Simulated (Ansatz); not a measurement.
The first iterations of a band of a periodic cell of 13 atoms, Pb12O (surface Pb(111), adsorbate O).

These are results of DFT LDA, scalar-relativistic, plane waves, PAW in Ansatz 0.2.0, not measurements. Settings: cutoff 420 eV, k mesh 3x3x1, fermi-dirac smearing 0.1 eV, no spin polarisation.

```
movable images  : 5
climbing image  : yes
spring          : 5.0 eV/Å²
optimiser       : quadratic models (default)
start path      : straight line
force threshold : 0.05 eV/Å
iteration limit : 80
end points      : relaxed
atoms held      : 1 to 4
```

First end point:

```xyz
13
Lattice="7.0004 0.0000 0.0000 3.5002 6.0625 0.0000 0.0000 0.0000 18.7158" Properties=species:S:1:pos:R:3
Pb 1.750 1.010 1.000
Pb 5.250 1.010 1.000
Pb 3.500 4.042 1.000
Pb 7.000 4.042 1.000
Pb -0.057 1.816 3.668
Pb 3.349 2.167 3.668
Pb 1.750 5.050 3.514
Pb 5.455 5.108 3.668
Pb 0.078 -0.333 6.322
Pb 3.750 0.235 6.326
Pb 1.423 3.131 6.321
Pb 5.250 3.031 6.282
O 1.750 1.011 6.833
```

Last end point:

```xyz
13
Lattice="7.0004 0.0000 0.0000 3.5002 6.0625 0.0000 0.0000 0.0000 18.7158" Properties=species:S:1:pos:R:3
Pb 1.750 1.010 1.000
Pb 5.250 1.010 1.000
Pb 3.500 4.042 1.000
Pb 7.000 4.042 1.000
Pb 0.205 2.077 3.668
Pb 3.500 2.019 3.514
Pb 1.599 5.198 3.668
Pb 5.194 4.847 3.668
Pb 0.000 0.000 6.282
Pb 3.173 0.099 6.321
Pb 2.000 3.267 6.326
Pb 5.329 2.698 6.322
O 3.500 -2.020 6.833
```

| iteration | highest image above the first end (eV) | largest band force component (eV/Å) |
| --- | --- | --- |
| 1 | 32.733 | 108.045 |
| 2 | 4.993 | 17.452 |
| 3 | 3.062 | 12.723 |
| 4 | 1.107 | 5.780 |

Problem. Does the band converge within its limit, and where does its top end?

Solution. It converged. It ended after 14 iterations with the highest image 0.468 eV above the first end. The profile has 2 maxima (images 1, 4) with wells between them (image 3): this band takes more than one step, which may be the mechanism or a detour left from its start path. By the program's own check the climbing image is a first-order saddle point (lowest curvatures found: -1.03 and 0.17 eV/Å²). Limits of this set-up: coarse k mesh, thin slab, slab without dipole correction, a typed lattice constant that wasn't relaxed here.

Time of the run: 15 min on 4 threads of Intel(R) Xeon(R) 6975P-C (Granite Rapids) (shared host), peak memory 3.9 GiB.
